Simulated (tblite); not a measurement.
C₉H₉NSi.
Geometry (GFN2-xTB, Å), atoms numbered from 1 in this order:
```xyz
20
C9H9NSi angstrom
C      2.7867   -1.3455    0.0464
C      1.4516   -1.3448   -0.0039
C      0.7936   -0.0331    0.0289
C     -0.6685    0.0232   -0.0233
C     -1.3802    1.2280   -0.0015
C     -2.7605    1.1961   -0.0547
C     -3.4037   -0.0302   -0.1286
C     -2.6158   -1.1712   -0.1454
N     -1.3004   -1.1502   -0.0945
C      1.6326    1.0206    0.1061
Si     3.4195    0.4247    0.1465
H      3.3603   -2.2572    0.0273
H      0.8304   -2.2247   -0.0660
H     -0.8607    2.1713    0.0557
H     -3.3294    2.1152   -0.0389
H     -4.4792   -0.0989   -0.1722
H     -3.0621   -2.1564   -0.2026
H      1.2903    2.0407    0.1388
H      4.0993    0.7519    1.4010
H      4.1910    0.8510   -1.0222
```

Computed with GFN2-xTB (tblite): harmonic, unscaled wavenumbers at the GFN2-xTB geometry, gas phase. Errors from tens to a few hundred cm⁻¹ against measured bands are possible. Modes of hydrogen on silicon can be 10 to 20 % off. One conformer, not necessarily the lowest. The optimisation stopped once no atom felt more than 0.01 eV/Å.

Lowest wavenumbers of the output (negative numbers stand for imaginary wavenumbers):
```
mode    cm-1
  1     -27.5
  2      77.8
  3     150.1
  4     180.2
  5     255.9
  6     307.1
  7     362.3
  8     400.9
  9     405.3
 10     475.4
 11     505.2
 12     509.8
 13     585.5
 14     594.3
 15     606.2
```

Task: Is this structure a minimum?

Result: Not by this Hessian. 1 mode is imaginary beyond 20i (28i cm⁻¹), so at this level the point lies at or near a first-order saddle. The curvature is small, so loose convergence or finite differences may be the whole cause.

Task: Which atoms move in the imaginary mode?

Result: 28i: C2 (alkene CH carbon) 13 %, C1 (alkene CH carbon) 12 %, C8 (aromatic CH next to a ring nitrogen) 11 %, C5 (aromatic CH carbon) 11 %. These are shares of the mass-weighted motion.

Task: What is the remedy?

Result: Step along that mode in both directions, optimise again with tighter thresholds and repeat the frequencies. The zero-point energy of this point (91.5 kcal/mol) counts the 53 real modes alone, and thermal corrections from it aren't those of a minimum.

Hardware: one thread of an Arm Neoverse V2, no GPU, shared host. Cost: 0.89 s of wall time. This covers the Hessian and the dipole derivatives.
